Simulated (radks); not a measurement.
Q: The mean radii <r> (bohr) of the occupied orbitals of an atom or ion are listed with their occupations. Method: scalar-relativistic Kohn-Sham, LDA (Slater exchange, Perdew-Zunger correlation), spin-polarised, spherical densities, finite nucleus; Fermi nuclear charge, rms radius of each element as measured or else 0.836 A^(1/3) + 0.57 fm; computed with a radial shooting solver on a logarithmic mesh with Libxc functionals.

| orbital | occ. | <r> |
|---|---|---|
| 1s up | 1 | 0.1299 |
| 1s down | 1 | 0.1298 |
| 2s up | 1 | 0.5577 |

Name the element and its charge. Open shells, if any, are filled with parallel spins first.

A: Z = 12, magnesium, charge +9: Mg9+ in [He] 2s1. The 1s radius gives Z: for a bare nucleus <r> = (2 gamma + 1)/(2Z) with gamma = sqrt(1 - (Z/c)^2), 0.1247 bohr for Z = 12, and screening makes it slightly larger (0.1299 here). The occupations add up to 3, and the charge is Z minus that.
